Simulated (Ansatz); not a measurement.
System: MgI, charge 0, multiplicity 2. SMILES: [Mg][I]

Atoms: Mg1, I2. Bonds: Mg1-I2.

Bond lengths (Å) and angles (degrees) optimised at HF/3-21G with Ansatz (an electronic-structure program); B3LYP/6-31G* with LANL2DZ past Ar with Ansatz; MP2/6-31G* with LANL2DZ past Ar with Ansatz, each started from the B3LYP-D3(BJ)/def2-TZVP structure (Ansatz) of the last column. A row stands for all coordinates that are equal there. 6-31G* holds six Cartesian d functions.

```json
[
 {"coordinate": "Mg1-I2", "HF/3-21G": "2.683", "B3LYP/6-31G* with LANL2DZ past Ar": "2.629", "MP2/6-31G* with LANL2DZ past Ar": "2.587", "B3LYP-D3(BJ)/def2-TZVP": "2.607"}
]
```

Mean signed difference of all 1 bond lengths from B3LYP-D3(BJ)/def2-TZVP: HF/3-21G 0.077 Å, B3LYP/6-31G* with LANL2DZ past Ar 0.023 Å, MP2/6-31G* with LANL2DZ past Ar -0.019 Å.
